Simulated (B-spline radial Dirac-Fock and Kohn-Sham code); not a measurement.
## Two-hole binding energies of Yb³²⁺

System: ytterbium as Yb³²⁺, configuration [Kr] 4d2.

Input of the calculation (task.json; shells as n, l, electrons):

```json
{"items": [{
  "Z": 70,
  "q": 32,
  "cfg": [[1, 0, 2], [2, 0, 2], [2, 1, 6], [3, 0, 2], [3, 1, 6], [3, 2, 10], [4, 0, 2], [4, 1, 6], [4, 2, 2]],
  "A": 174,
  "rrms": 5.3108,
  "do": ["binding", "quiet", "double"]
}]}
```

Command: `python xray_run.py task.json out`

Calculated with a B-spline atomic structure program, using multi-electron Dirac-Fock with separately optimised hole states, Breit and Lamb-shift corrections added in first order. U is the two-hole binding energy less the two single-hole energies, the effective repulsion of the holes after relaxation. Each two-hole energy is an average over J within one jj subconfiguration.

| holes | E(a) (eV) | E(b) (eV) | E(ab) (eV) | U (eV) |
| --- | --- | --- | --- | --- |
| 1s⁻² | 62612.8 | 62612.8 | ? | ? |
| 1s⁻¹ 2p3/2⁻¹ | 62612.8 | 10231.6 | 73206.8 | 362.4 |
| 1s⁻¹ 3p1/2⁻¹ | 62612.8 | 3431.8 | 66200.9 | 156.3 |
| 1s⁻¹ 3p3/2⁻¹ | 62612.8 | 3203.5 | 65958.2 | 141.9 |
| 2p1/2⁻² | 11267.0 | 11267.0 | 22843.9 | 309.8 |
| 2s⁻¹ 2p3/2⁻¹ | 11782.6 | 10231.6 | 22243.8 | 229.5 |
| 2s⁻¹ 3d3/2⁻¹ | 11782.6 | 2830.6 | 14748.7 | 135.4 |
| 2s⁻¹ 3d5/2⁻¹ | 11782.6 | 2781.8 | 14697.0 | 132.5 |
| 2p1/2⁻¹ 3p3/2⁻¹ | 11267.0 | 3203.5 | 14598.7 | 128.2 |
| 2p1/2⁻¹ 3d3/2⁻¹ | 11267.0 | 2830.6 | 14231.7 | 134.1 |
| 2p3/2⁻¹ 3p1/2⁻¹ | 10231.6 | 3431.8 | 13796.2 | 132.8 |
| 2p3/2⁻¹ 3d3/2⁻¹ | 10231.6 | 2830.6 | 13199.8 | 137.5 |
| 3p1/2⁻² | 3431.8 | 3431.8 | 6970.5 | 107.0 |
| 3p3/2⁻² | 3203.5 | 3203.5 | 6504.2 | 97.2 |

**Question.** Give the missing two-hole energy and U.

**Answer.** E(ab) = 126552.5 eV and U = 1326.9 eV.
